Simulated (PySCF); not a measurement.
Species: C₂H₇ClOSi₂.
Atom-mapped SMILES: `[OH:1][SiH2:2]/[CH:3]=[CH:4]/[SiH2:5][Cl:6]` (hydrogens: H7 on O1; H8, H9 on Si2; H10 on C3; H11 on C4; H12, H13 on Si5)

Computed, not measured: PySCF, PBE0-D3(BJ)/def2-SVP geometry optimisation, gas phase.

Question: Give the optimised bond lengths and angles.

Answer: 
| bond | length (Å) | order |
| --- | --- | --- |
| O1–Si2 | 1.669 | single |
| Si2–C3 | 1.871 | single |
| C3=C4 | 1.344 | double |
| C4–Si5 | 1.864 | single |
| Si5–Cl6 | 2.073 | single |
| O1–H7 | 0.961 | single |
| Si2–H8, Si2–H9 | 1.493 | single |
| C3–H10 | 1.100 | single |
| C4–H11 | 1.101 | single |
| Si5–H12, Si5–H13 | 1.491 | single |

Bonds in one row agree within 0.01 Å and their mean is given. Orders are formal, as drawn. A selection of angles:
| angle | degrees |
| --- | --- |
| Si2–O1–H7 | 116.4 |
| O1–Si2–C3 | 109.8 |
| O1–Si2–H8 | 106.6 |
| O1–Si2–H9 | 111.3 |
| C3–Si2–H8 | 110.6 |
| C3–Si2–H9 | 109.0 |
| H8–Si2–H9 | 109.3 |
| Si2–C3–C4 | 121.7 |
| Si2–C3–H10 | 119.9 |
| C4–C3–H10 | 118.4 |
| C3–C4–Si5 | 124.5 |
| C3–C4–H11 | 118.1 |
| Si5–C4–H11 | 117.4 |
| C4–Si5–Cl6 | 108.6 |
| C4–Si5–H12 | 111.4 |
| Cl6–Si5–H12 | 108.1 |
| H12–Si5–H13 | 108.9 |

Torsions: O1–Si2–C3–C4 5° (synperiplanar); Si2–C3–C4–Si5 180° (antiperiplanar); C3–C4–Si5–Cl6 -1° (synperiplanar); H7–O1–Si2–C3 80° (synclinal). The mirror-image conformer, all signs reversed, is as good.

Of the pairs four or more bonds apart, Cl6···H10 is among the closest relative to their van der Waals radii: 2.79 Å, 94 % of the sum of Bondi's values. Si5 (chlorine-bound silicon) is tetrahedral (angles from 108.1° to 111.4°). Si2 (oxygen-bound silicon) is tetrahedral (angles from 106.6° to 111.3°).

Not checked by PBE0-D3(BJ)/def2-SVP frequencies. The numbers are those of one conformer (H–O1–Si2–C3 80°, O1–Si2–C3–C4 5°, C3–C4–Si5–Cl6 -1°).
